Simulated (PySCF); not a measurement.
# One molecule, several mistakes: CGeH6NSi

All numbers below are calculated, not measured. They come from PySCF 2.14.0, an open-source quantum chemistry program, on an isolated molecule that a program drew, which may never have been made. The molecule is CGeH6NSi (charge 0, doublet), drawn as the SMILES string `N[SiH]=[CH][GeH2]`.

Each row is a Hartree-Fock (HF) and frozen-core CCSD(T) single point in the cc-pV(D+d)Z basis, meant for a local HF minimum. Run 1 is clean. Each other run has one planted mistake out of seven kinds, and not every kind appears here: one electron removed, one electron added, multiplicity raised by two, geometry at a saddle point, minimal basis STO-3G, one bond length entered in bohr, all coordinates scaled. The reference is restricted for singlets and unrestricted otherwise, and also for a bond in bohr. Adding or removing an electron swaps singlet and doublet. Electrons count all cores. HOMO and LUMO are orbital energies over both spins, the gradient is its largest component, and the lowest frequency (negative if imaginary) is given only where the gradient is small. Bond lengths are over the 9 bonds as drawn. T1 is the CCSD diagnostic: over 0.02 (restricted) or 0.045 (unrestricted) a single reference is doubtful. Germanium has the cc-pVDZ-PP basis, with a core potential (ECP10MDF) in place of its 10 inner electrons, and its 3s, 3p and 3d shells are frozen in CCSD(T).

Geometry of the clean run:
```xyz
10
CGeH6NSi, angstrom
N     2.0749    0.4205    2.4166
Si    2.5271   -0.8495    1.4077
C     1.5752   -1.5876    0.2103
Ge   -0.2593   -1.2365   -0.2019
H     1.1872    0.8808    2.3692
H     2.6901    0.8232    3.0942
H     3.9049   -1.2462    1.7339
H     2.0457   -2.4009   -0.3360
H    -0.7164    0.0924    0.4451
H    -0.5296   -1.1695   -1.7186
```

| run | electrons | basis functions | <S^2> | HOMO (eV) | LUMO (eV) | gradient (hartree/bohr) | lowest frequency (cm^-1) | mean bond (Å) | longest bond (Å) | T1 | HF (hartree) | CCSD(T) (hartree) | mistake |
|---|---|---|---|---|---|---|---|---|---|---|---|---|---|
| 1 | 65 | 104 | 0.777 | -6.91 | 1.71 | 1.5e-05 | 108 | 1.4380 | 1.913 | 0.0167 | -678.07474 | -678.62500 | no fault |
| 2 | 65 | 104 | 3.780 | -4.39 | 0.08 | 9.9e-02 | - | 1.4380 | 1.913 | 0.0179 | -677.95940 | -678.47685 | multiplicity raised by two |
| 3 | 65 | 104 | 1.139 | -7.29 | 1.16 | 2.4e-02 | - | 1.5910 | 2.924 | 0.0346 | -677.99056 | -678.53176 | one bond length entered in bohr |
| 4 | 65 | 104 | 0.768 | -6.81 | 1.90 | 3.3e-02 | - | 1.3891 | 1.848 | 0.0151 | -678.06173 | -678.60499 | ? |
| 5 | 66 | 104 | 0.000 | 0.04 | 7.82 | 5.1e-02 | - | 1.4380 | 1.913 | 0.0159 | -678.03987 | -678.62367 | ? |

**Which mistake was planted in run 4, and what did it cost?**

The mean and the longest bond both change by the same factor, 0.966, and the gradient is no longer small. So the mistake is: all coordinates scaled. Subtracting run 1 and multiplying by 627.51 kcal/mol a hartree, the energy moved by 8.2 kcal/mol in HF and 12.6 kcal/mol in CCSD(T).

**Which mistake was planted in run 5, and what did it cost?**

It counts 66 electrons, one more than the clean run, at the same geometry and basis. So the mistake is: one electron added. Subtracting run 1 and multiplying by 627.51 kcal/mol a hartree, the energy moved by 21.9 kcal/mol in HF and 0.8 kcal/mol in CCSD(T).

Cautions from the logs. Run 5: the HOMO is above zero, so the electron isn't bound and the energy depends on the basis.
